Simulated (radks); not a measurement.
Q: A nucleus of charge 29.1 with 28 electrons, configuration [Ar] 3d10. All-electron calculation, Dirac Kohn-Sham, PBE, spin-unpolarised, spherical densities, point nucleus. Program: a radial shooting solver on a logarithmic mesh with Libxc functionals. Some entries of the table are withheld. Estimate them.

orbital  occ.  eigenvalue (eV)  <1/r> (bohr^-1)
1s1/2       2        -8924.836            29.27
2s1/2       2        -1080.853            6.386
2p1/2       2        -948.5162            6.340
2p3/2       4        -927.6967            6.198
3s1/2       2              (1)              (2)
3p1/2       2         -84.6469              (3)
3p3/2       4         -82.0304              (4)
3d3/2       4         -15.3249            1.404
3d5/2       6         -15.0437            1.393

A: 
(1) 3s1/2 eigenvalue (eV): -125.7210
(2) 3s1/2 <1/r> (bohr^-1): 2.009
(3) 3p1/2 <1/r> (bohr^-1): 1.873
(4) 3p3/2 <1/r> (bohr^-1): 1.839
